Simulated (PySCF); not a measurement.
Consider `CC#CP(C)(C)=S` (C5H9PS). Numbering: `[CH3:1][C:2]#[C:3][P:4]([CH3:5])([CH3:6])=[S:7]`

Level of theory: ωB97X-D3(BJ)/ma-def2-SVP single points in PySCF, grid level 2; every species was optimised with GFN2-xTB. ωB97X-D3(BJ) is ωB97X-V with D3(BJ) in place of VV10. Thermal corrections: GFN2-xTB frequencies, unscaled, ideal gas at 298.15 K and 1 bar, quasi-RRHO entropy.

(1) Rank these of its positions by gas-phase deprotonation enthalpy, most acidic first.
A. C1 (propargylic carbon)
B. C5 (methyl carbon)

(2) For C5 (methyl carbon), what are ΔE (electronic) and ΔG(298 K) of the loss of the proton?

(3) Of those listed, which site of deprotonation is favoured in 1,4-dioxane (IEF-PCM), and by how much?

Answers

(1) A (1515 kJ/mol), B (1580 kJ/mol).

(2) ΔE = 1611 and ΔG = 1549 kJ/mol, beside ΔH = 1580 kJ/mol. The product is `[CH2-]P(C)(=S)C#CC`.

(3) C1 (propargylic carbon), by 49 kJ/mol over C5 (methyl carbon); the gas phase favours the same one.

Note: ma-def2-SVP is a small basis, whose errors can reach tens of kJ/mol.
